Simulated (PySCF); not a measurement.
Does the structure fit the spectrum?

A compound C₆H₈O₃Si gives the data below (simulated from a calculation) and was assigned the structure `COC(=O)c1coc([SiH3])c1`.

13C{1H} NMR (computed): δ 165.2 (C), 163.0 (C), 154.4 (C), 129.5 (CH), 129.0 (CH), -6.3 (CH3).

1H NMR (300 MHz, computed): δ 7.79 (m, 1H), 7.12 (m, 1H), 6.17 (br s, 1H), 4.78 (q, 2H), 0.40 (t, 3H).

- geometry: GFN2-xTB
- GIAO PBE0/pcSseg-1 shieldings
- code: PySCF 2.14
- non-relativistic, one conformer, gas phase, rapidly exchanging positions averaged

Scale: 1H (31.72 ppm) and 13C (186.93 ppm) against TMS (reference shieldings calculated alike).

(1) Compare with the shifts computed for the proposed structure, pairing carbons in order of shift.

(2) Which isomer fits?

## Answers

(1) Numbering as in the mapped SMILES `[CH3:1][O:2][C:3](=[O:4])[c:5]1[cH:6][o:7][c:8]([SiH3:9])[cH:10]1`; H(Xn) means a hydrogen on atom n.

```json
{"atom": "C3", "computed for proposal": "169.7", "given list": "165.2", "difference": "+4.5"}
{"atom": "C6", "computed for proposal": "161.4", "given list": "163.0", "difference": "-1.6"}
{"atom": "C8", "computed for proposal": "154.1", "given list": "154.4", "difference": "-0.3"}
{"atom": "C10", "computed for proposal": "131.5", "given list": "129.5", "difference": "+2.0"}
{"atom": "C5", "computed for proposal": "126.9", "given list": "129.0", "difference": "-2.1"}
{"atom": "C1", "computed for proposal": "53.6", "given list": "-6.3", "difference": "+59.9"}
```

The rms difference is 24.6 ppm and the largest +59.9 ppm at C1 (methyl carbon bonded to O). The carbon types in order of shift don't match either: C, CH, C, CH, C, CH3 for the proposal against C, C, C, CH, CH, CH3 in the data. The proposal doesn't fit.

(2) SMILES O=C(C1=CC=C([SiH2]C)O1)O.

Carbon types of the structure: 3 × C, 2 × CH, 1 × CH3, leaving 3 H on heteroatoms. δC 165.2, 154.4: substituted aromatic carbon next to the ring oxygen. δC 163.0: carboxylic acid carbon; lone-pair donation from the attached heteroatom keeps it upfield of a ketone carbonyl. δC 129.5, 129.0: aromatic CH; the aromatic region. δH 7.79, 7.12: hydrogen on an aromatic CH.

This is the structure that produced the data.

OH/NH shifts are gas-phase values; hydrogen bonding in solution moves them, usually downfield. Shifts are as computed. Against solution values, carbons near 30 ppm lie about +3 ppm off and those near 130 ppm about +5 ppm. Of 1211 compounds with measured shifts, 218 miss one by over three times the rms of a fit or turn the order of signals round; such compounds aren't used in these exercises. Hydrogen bonding in solution deshields acid and N–H amide carbonyl carbons by as much as 10 ppm beyond these values. Multiplicities follow the n + 1 count of equivalent neighbours, as no J values were calculated; m marks all less simple cases, F and P coupling included.
